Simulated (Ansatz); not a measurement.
A nudged elastic band was laid between two geometries of C₃H₄IN (9 atoms, charge 0, multiplicity 1).

All numbers below come from Ansatz, RKS PBE0-D4/def2-SVP.

```yaml
movable_images: 7
climbing_image: yes
spring: 5.0 eV/Å²
optimiser: quadratic models (default)
start_path: through a guess of the saddle point
force_threshold: 0.05 eV/Å
iteration_limit: 60
end_points: relaxed
```

Initial state:

```xyz
9
Properties=species:S:1:pos:R:3
C -0.081 0.898 1.330
C -0.414 -0.135 0.553
C 0.116 -0.460 -0.775
N -0.272 -1.464 -1.417
I 1.621 0.901 -1.581
H -0.552 1.030 2.307
H 0.664 1.636 1.018
H -1.162 -0.866 0.879
H 0.168 -1.586 -2.329
```

Final state:

```xyz
9
Properties=species:S:1:pos:R:3
C -0.094 0.831 1.273
C -0.323 -0.138 0.384
C 0.312 -0.316 -0.930
N 0.098 -1.242 -1.752
I 1.762 1.154 -1.520
H -0.634 0.852 2.223
H 0.633 1.625 1.080
H -1.060 -0.918 0.612
H -0.605 -1.895 -1.386
```

(1) Which bonds break or form, and what moves?

(2) Give the energies along the band, and the barrier.

(3) What is the geometry of the highest image?

(4) What are the harmonic wavenumbers there?

The band took 21 iterations and of the order of 15 core-minutes.

Results:

(1) No bond is made or broken. The dihedral I5–C3–N4–H9 changes from 0 to 180° by way of a nearly straight angle C3–N4–H9 (up to 173°), not by a turn about the bond.

(2) The run converged. The highest image is number 4 of 0 to 8, 81.4 kJ/mol above the first end and 63.0 kJ/mol above the last; the last end lies 18.4 kJ/mol above the first. A vibrational analysis at the climbing image gives one clearly imaginary mode, 852i cm⁻¹: a first-order saddle point.

```csv
image,path coordinate (Å),energy (kJ/mol),angle C3–N4–H9 (°)
0,0.00,0.0,115
1,0.24,7.0,123
2,0.49,29.6,138
3,0.73,63.3,160
4,0.97,81.4,173
5,1.22,65.6,147
6,1.47,39.6,128
7,1.72,23.4,117
8,1.97,18.4,111
```

(3) 
```xyz
9
Properties=species:S:1:pos:R:3
C -0.088 0.907 1.318
C -0.356 -0.127 0.518
C 0.194 -0.390 -0.825
N -0.013 -1.326 -1.557
I 1.636 1.257 -1.539
H -0.565 0.983 2.298
H 0.606 1.696 1.014
H -1.052 -0.912 0.834
H -0.273 -2.135 -2.078
```

(4) 852i, 102, 206, 258, 404, 417, 567, 569, 735, 906, 997, 1005, 1113, 1291, 1395, 1716, 1970, 3168, 3189, 3282, 3915 cm⁻¹.

Run time: 7.5 min on 2 threads of Arm Neoverse V1, on a shared host, peak memory 0.23 GiB.
